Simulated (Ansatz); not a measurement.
Geometry optimisation, RKS PBE0-D4/6-31G* (Ansatz 0.2.0).

The input (input.yaml):

```yaml
crystal:
  periodic: [false, false, false]
  atoms:
    - { symbol: Si, position_ang: [0.0, 0.0, 0.0] }
    - { symbol: F, position_ang: [0.0, 0.0, 1.94] }
    - { symbol: H, position_ang: [1.3768, 0.0, -0.4862] }
    - { symbol: H, position_ang: [-0.6877, 1.1914, -0.4862] }
    - { symbol: H, position_ang: [-0.6877, -1.1914, -0.4862] }
    - { symbol: O, position_ang: [-1.879, 0.0, 0.6243] }
    - { symbol: Al, position_ang: [-3.1927, -0.9643, -0.0916] }
    - { symbol: H, position_ang: [-2.9236, -2.4314, -0.5488] }
    - { symbol: H, position_ang: [-4.6133, -0.3425, -0.2619] }
    - { symbol: H, position_ang: [-1.1493, 0.0, 1.6846] }
basis:
  gaussian: { orbitals: "6-31G*" }
hamiltonian:
  xc: pbe0
  dispersion: d4
relax:
  f_tol: 0.15
  max_steps: 25
  restrain:
    - { distance: [0, 5], at: 1.68, k: 30.0 }
    - { distance: [9, 1], at: 0.92, k: 30.0 }
    - { distance: [0, 1], at: 2.79, k: 30.0 }
    - { distance: [9, 5], at: 2.21, k: 30.0 }
```

Launched with:

```bash
$ ansatz run input.yaml --threads 1 --pin off --max-ram 2048MiB --backend cpu --events-out ev --progress --plain --runs-dir out
```

Where does it end, and by what steps?

The run converged. The restraints hold the end off the free minimum; the threshold counts their pulls, which the force column leaves out. Restrained pairs: Si1–O6 (1.98 → 1.67 Å), F2–H10 (1.18 → 0.93 Å), Si1–F2 (1.94 → 2.80 Å), O6–H10 (1.29 → 2.20 Å). After 14 steps the energy has fallen by 2.437 eV (the restraints' own energy left out); H3 moved furthest, 1.44 Å.

```json
{"step": "0", "energy less start (eV)": "0.0000", "largest force component (eV/Å)": "2.740", "accepted": "yes"}
{"step": "1", "energy less start (eV)": "0.4414", "largest force component (eV/Å)": "2.344", "accepted": "yes"}
{"step": "2", "energy less start (eV)": "0.5513", "largest force component (eV/Å)": "2.443", "accepted": "yes"}
{"step": "3", "energy less start (eV)": "-0.0975", "largest force component (eV/Å)": "1.957", "accepted": "yes"}
{"step": "4", "energy less start (eV)": "-0.9054", "largest force component (eV/Å)": "1.418", "accepted": "yes"}
{"step": "5", "energy less start (eV)": "-1.4997", "largest force component (eV/Å)": "0.942", "accepted": "yes"}
{"step": "6", "energy less start (eV)": "-1.8972", "largest force component (eV/Å)": "0.586", "accepted": "yes"}
{"step": "7", "energy less start (eV)": "-2.0677", "largest force component (eV/Å)": "0.526", "accepted": "yes"}
{"step": "8", "energy less start (eV)": "-2.1533", "largest force component (eV/Å)": "0.432", "accepted": "yes"}
{"step": "9", "energy less start (eV)": "-2.2308", "largest force component (eV/Å)": "0.469", "accepted": "yes"}
{"step": "10", "energy less start (eV)": "-2.3144", "largest force component (eV/Å)": "0.289", "accepted": "yes"}
{"step": "11", "energy less start (eV)": "-2.3782", "largest force component (eV/Å)": "0.278", "accepted": "yes"}
{"step": "12", "energy less start (eV)": "-2.4127", "largest force component (eV/Å)": "0.262", "accepted": "yes"}
{"step": "13", "energy less start (eV)": "-2.4256", "largest force component (eV/Å)": "0.252", "accepted": "yes"}
{"step": "14", "energy less start (eV)": "-2.4366", "largest force component (eV/Å)": "0.367", "accepted": "yes"}
```

```xyz
10
Properties=species:S:1:pos:R:3
Si -0.257 -0.206 -0.380
F -0.210 0.900 2.189
H 0.763 -0.955 0.394
H 0.112 1.223 -0.531
H -0.313 -0.803 -1.751
O -1.782 -0.348 0.295
Al -3.232 -1.190 -0.055
H -3.265 -2.199 -1.279
H -4.454 -0.888 0.909
H -1.119 0.728 2.097
```

Run time: 53 s on 1 thread of Arm Neoverse V2, with other jobs on the host, peak memory 0.16 GiB.
